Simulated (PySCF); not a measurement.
From one molecule to another.

First species: C4H3F5S.
Z-matrix (Å and degrees, GFN2-xTB geometry), rows numbered from 1:
```
F 
C   1  1.3345
F   2  1.3345  1  107.48
F   2  1.3271  1  107.82  3   116.06
C   2  1.5532  1  110.79  3  -121.06
F   5  1.3542  2  107.76  1   -55.51
F   5  1.3537  2  107.82  1  -169.66
C   5  1.5259  2  113.09  1    67.90
C   8  1.4946  5  112.45  2   -60.76
S   9  1.6085  8  123.28  5   134.58
H   8  1.0924  5  109.06  2    62.94
H   8  1.0971  5  106.39  2   179.83
H   9  1.0858  8  116.03  5   -46.91
```

Second species: C₆H₁₀N₄Si.
SMILES with atom numbers: `[CH3:1][Si:2]([CH3:3])([CH3:4])[n:5]1[n:6][cH:7][c:8]([C:9]#[N:10])[n:11]1` (hydrogens: H12, H13, H14 on C1; H15, H16, H17 on C3; H18, H19, H20 on C4; H21 on C7)

Structure used (GFN2-xTB), in Å, numbered top down from 1:
```
atom  x, y, z in Å
C1    -1.255   -1.669   -0.963
Si2   -1.066    0.045   -0.177
C3    -2.043    0.273    1.436
C4    -1.290    1.501   -1.376
N5     0.661    0.116    0.305
N6     1.206    1.220    0.785
C7     2.460    0.919    1.040
C8     2.651   -0.438    0.687
C9     3.826   -1.198    0.788
N10    4.807   -1.782    0.888
N11    1.488   -0.896    0.231
H12   -2.276   -1.843   -1.289
H13   -0.607   -1.780   -1.827
H14   -0.991   -2.453   -0.259
H15   -3.113    0.286    1.251
H16   -1.779    1.210    1.920
H17   -1.841   -0.530    2.139
H18   -0.731    1.350   -2.295
H19   -0.940    2.426   -0.926
H20   -2.333    1.635   -1.643
H21    3.158    1.624    1.441
```

Levels: PBE0/pcSseg-1 for dipole moment, HOMO energy, LUMO energy and HOMO–LUMO gap; GFN2-xTB for rotational constant A and rotational constant C. Geometries: GFN2-xTB. Each species is one conformer at its optimised geometry, gas phase, non-relativistic unless stated. Electronic properties by PySCF.

Dipoles, sizes and rotational constants follow the conformer. The torsions of the flexible species, by atom-mapped SMILES:
- `[F:1][C:2]([F:3])([F:4])[C:5]([F:6])([F:7])[CH2:8][CH:9]=[S:10]`: F1–C2–C5–F6 -56°, C2–C5–C8–C9 -61°, C5–C8–C9–S10 135°
- `[CH3:1][Si:2]([CH3:3])([CH3:4])[n:5]1[n:6][cH:7][c:8]([C:9]#[N:10])[n:11]1`: C1–Si2–N5–N6 174°

Values for the first species:

```
Dipole moment         : 1.56 D
HOMO energy           : -7.03 eV
LUMO energy           : -2.78 eV
HOMO–LUMO gap         : 4.25 eV
Rotational constant A : 1.759 GHz
Rotational constant C : 0.692 GHz
```

Question: Estimate the same properties for the second species, and the change in each.

Answer: 
```json
{"property": "dipole moment", "first": "1.56 D", "second": "5.43 D", "second less first": "+3.87 D"}
{"property": "HOMO energy", "first": "-7.03 eV", "second": "-8.07 eV", "second less first": "-1.04 eV"}
{"property": "LUMO energy", "first": "-2.78 eV", "second": "-1.16 eV", "second less first": "+1.62 eV"}
{"property": "HOMO–LUMO gap", "first": "4.25 eV", "second": "6.91 eV", "second less first": "+2.66 eV"}
{"property": "rotational constant A", "first": "1.759 GHz", "second": "2.007 GHz", "second less first": "+0.248 GHz"}
{"property": "rotational constant C", "first": "0.692 GHz", "second": "0.500 GHz", "second less first": "-0.192 GHz"}
```

On the first: A dipole of 1.56 D is allowed in C1, and pure rotational transitions are dipole-allowed. The dipole equals about 5.2 × 10⁻³⁰ C·m (1 D = 3.33564 × 10⁻³⁰ C·m).

On the second: In atomic units the dipole is 2.14 e·bohr (1 au = 2.5417 D).
